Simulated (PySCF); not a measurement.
## Working out the ionisation energy of Co⁺

Co⁺ [Ar] 3d8 (3F) → Co²⁺ [Ar] 3d7 (4F). Calculation: PySCF 2.14, in 6-31G* (5s4p2d1f, 34 functions); no relativity, point nucleus. Frozen: [Ar]. Energies in hartree (1 hartree = 27.21139 eV):

```csv
part,Co⁺ (lower),Co²⁺ (upper)
UHF,-1380.860532,-1380.394499
MP2 opposite-spin,-0.096541,-0.053690
MP2 same-spin,-0.058521,-0.040234
```

Problem. What does Hartree-Fock give?

Solution. (-1380.394499) − (-1380.860532) = 0.466033 hartree = 12.681 eV.

Problem. What do MP2 and SCS-MP2 (6/5 opposite-spin, 1/3 same-spin) give?

Solution. The opposite-spin parts differ by 1.166 eV and the same-spin parts by 0.498 eV. MP2: 12.681 + (1.166) + (0.498) = 14.345 eV. SCS-MP2: 12.681 + 1.2 × (1.166) + (0.498)/3 = 14.246 eV.

Reference: 17.084 eV (measured; NIST Atomic Spectra Database, ionization energies), between the lowest levels; spin-orbit coupling is absent from the calculation.

The calculation is non-relativistic.

What remains against the reference includes basis incompleteness, the frozen core and correlation beyond second order.
